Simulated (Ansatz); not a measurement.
Start from `C[O][Ge][F]` and change one element to get `C[O][Ge][Cl]`.

Ansatz, PBE0-D4/def2-TZVP geometries, multiplicity 1. Each molecule was computed in one conformer, which needn't be the lowest.

Scalar relativity is left out up to krypton.

```tsv
property	`C[O][Ge][F]`
HOMO energy (PBE/def2-TZVPP) / eV	-6.88
size of the dipole moment (B3LYP/def2-TZVPP) / D	0.87
HOMO–LUMO gap (B3LYP/def2-TZVPP) / eV	5.84
LUMO energy (B3LYP/def2-TZVPP) / eV	-2.16
zero-point energy (PBE0-D4/def2-TZVP) / kJ/mol	115.0
HOMO energy (B3LYP/def2-TZVPP) / eV	-8.00
```

Q: What does the change do to each property? (Estimate.)

A: The calculation gave: 
```tsv
property	`C[O][Ge][Cl]`	shift
HOMO energy (PBE/def2-TZVPP) / eV	-6.81	0.07
size of the dipole moment (B3LYP/def2-TZVPP) / D	1.24	0.37
HOMO–LUMO gap (B3LYP/def2-TZVPP) / eV	5.34	-0.50
LUMO energy (B3LYP/def2-TZVPP) / eV	-2.43	-0.27
zero-point energy (PBE0-D4/def2-TZVP) / kJ/mol	112.9	-2.1
HOMO energy (B3LYP/def2-TZVPP) / eV	-7.76	0.24
```

With PBE0 the HOMO rises by 0.22 eV and the LUMO falls by 0.30 eV, so the gap narrows by about 0.52 eV. PBE moves the HOMO by 0.07 eV and ωB97M-V by 0.35 eV. Dipoles are sizes alone; their direction can turn.

B3LYP here is the variant with VWN-RPA as its local correlation; programs differ in this.
